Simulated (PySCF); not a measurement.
**Polarisability and C₆ of Ni (nickel, neutral)**

[Ar] 3d8 4s2, high-spin 3F determinant. All numbers are calculated (PySCF 2.14, scalar relativity by spin-free X2C-1e, in aug-cc-pVTZ-DK (8s7p5d3f2g, 93 functions)). Coupled (time-dependent) response in atomic units; α is the mean over directions.

```json
{"method": "BP86", "mean α (bohr³)": "45.35", "C₆ (like pair)": "354.1", "S(−4)": "1060"}
{"method": "r2SCAN0", "mean α (bohr³)": "49.19", "C₆ (like pair)": "409.7", "S(−4)": "1158"}
```

S(−4) is the Cauchy moment in α(ω) = α(0) + S(−4) ω² + …

Reference α: 49 ± 3 bohr³ (recommended; Schwerdtfeger and Nagle, table of static dipole polarizabilities (2023 update)). Published C₆: 373.0 (Chu and Dalgarno (2004); Tang, Norbeck and Certain (1976)).

α(iu) at r2SCAN0:

| u (hartree) | α(iu) (bohr³) |
| --- | --- |
| 0 | 49.19 |
| 0.0500 | 46.48 |
| 0.100 | 40.05 |
| 0.200 | 26.47 |
| 0.300 | 17.58 |
| 0.500 | 9.295 |
| 0.750 | 5.444 |
| 1.00 | 3.754 |
| 1.50 | 2.246 |
| 2.00 | 1.553 |
| 3.00 | 0.9019 |
| 5.00 | 0.4324 |

A single London oscillator, α(iu) = α/(1 + u²/ω²), gives C₆ = (3/4) ω α². Matching the computed C₆ needs ω = 4 × 409.7 / (3 × 49.19²) = 0.226 hartree.
